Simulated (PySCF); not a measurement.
## Correlation energy of Kr+ (krypton, charge +1)

[Ar] 3d10 4s2 4p5, 2P determinant. All numbers are calculated (PySCF 2.14, scalar relativity through the core potential, in cc-pVTZ-PP with ECP10MDF). Frozen: 3s2 3p6 3d10; 7 electrons correlated.

MP2 pair energies summed by pair of shells (mhartree):

```tsv
pair	energy	share (%)
4p-4p	-86.08	61.9
4s-4p	-45.10	32.4
4s-4s	-7.92	5.7
```

Total MP2 correlation energy: -139.11 mhartree.

Same-spin part -31.62 and opposite-spin part -107.49 mhartree; SCS-MP2 scales them by 1/3 and 6/5 to -139.52 mhartree.

```json
{"level": "CCSD", "correlation energy (mhartree)": "-158.92"}
{"level": "(T)", "correlation energy (mhartree)": "-4.01"}
{"level": "CCSD(T)", "correlation energy (mhartree)": "-162.93"}
```

Diagnostics: T1 = 0.0055, D1 = 0.0186, largest double amplitude 0.047.

Question: Is a single reference adequate?

Answer: Yes, within this model without spin-orbit coupling: T1 lies below 0.03 and no double amplitude reaches 0.07.
